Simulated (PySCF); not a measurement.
Several molecules and their computed UV-vis stick spectra, shuffled. Method used: TDDFT CAM-B3LYP/def2-SVPD, vertical, gas phase, core orbitals frozen in the response in PySCF 2.14.0, density-fitted response routines. Geometries: GFN2-xTB; one conformer of each isolated species. Triplets are in the Tamm–Dancoff approximation.

A. `[SiH3][Si](NC)([SiH3])[SiH3]`
B. `C=C1CC(=C=O)[Si@@H]1C`
C. `O[SiH2]C/C=C(/F)[SiH3]`
D. `C#C[C@@H]1C[C@]1([SiH3])C=O`
E. `N#CCC(=O)[Si@@H](N)[SiH3]`

Lowest singlet levels (six at most, fewer where fewer were computed) with oscillator strengths:

1. 4.40 eV (f 0.000); 6.11 eV (f 0.027); 6.37 eV (f 0.009); 6.55 eV (f 0.022); 6.74 eV (f 0.015); 6.94 eV (f 0.022); T1 3.82 eV
2. 3.49 eV (f 0.002); 5.68 eV (f 0.029); 6.08 eV (f 0.016); 6.37 eV (f 0.011); 6.54 eV (f 0.016); 6.77 eV (f 0.064); T1 2.85 eV
3. 3.72 eV (f 0.001); 5.41 eV (f 0.018); 5.89 eV (f 0.002); 6.21 eV (f 0.003); 6.46 eV (f 0.002); 6.62 eV (f 0.134); T1 3.41 eV
4. 4.88 eV (f 0.007); 5.60 eV (f 0.027); 5.77 eV (f 0.040); 6.18 eV (f 0.022); 6.41 eV (f 0.096); 6.54 eV (f 0.056); T1 4.51 eV
5. 6.10 eV (f 0.312); 6.30 eV (f 0.023); 6.74 eV (f 0.009); 7.22 eV (f 0.001); 7.26 eV (f 0.014); 7.48 eV (f 0.007); T1 3.90 eV

Task: Match each spectrum to its molecule.

Result: 1 = D, 2 = E, 3 = B, 4 = A, 5 = C.
- A: S1 at 4.88 eV, HOMO→LUMO (94%); Löwdin shares by element: HOMO nitrogen 44%, silicon 25% or more, carbon 8% (atoms not listed hold the other 23%); LUMO silicon 63% (atoms not listed hold the other 37%); HOMO -7.88 and LUMO 0.26 eV.
- B: S1 at 3.72 eV, HOMO→LUMO (87%); Löwdin shares by element: HOMO carbon 63% or more, oxygen 21% (atoms not listed hold the other 16%); LUMO carbon 43% or more, oxygen 23%, silicon 12% (atoms not listed hold the other 22%); HOMO -7.89 and LUMO 0.21 eV.
- C: S1 at 6.10 eV, HOMO→LUMO (96%); Löwdin shares by element: HOMO carbon 64%, fluorine 12% (atoms not listed hold the other 23%); LUMO carbon 46% or more, silicon 23% (atoms not listed hold the other 31%); HOMO -8.45 and LUMO 0.48 eV.
- D: S1 at 4.40 eV, HOMO→LUMO (48%), HOMO-1→LUMO (34%), HOMO-2→LUMO (12%); Löwdin shares by element: HOMO carbon 47% or more, oxygen 26% (atoms not listed hold the other 27%); LUMO carbon 48% or more, oxygen 32% (atoms not listed hold the other 20%); HOMO -8.94 and LUMO 0.15 eV.
- E: S1 at 3.49 eV, HOMO→LUMO (91%); Löwdin shares by element: HOMO oxygen 43%, carbon 28% or more, silicon 11% or more (atoms not listed hold the other 18%); LUMO carbon 41% or more, oxygen 29%, silicon 10% or more (atoms not listed hold the other 21%); HOMO -8.79 and LUMO -0.74 eV.
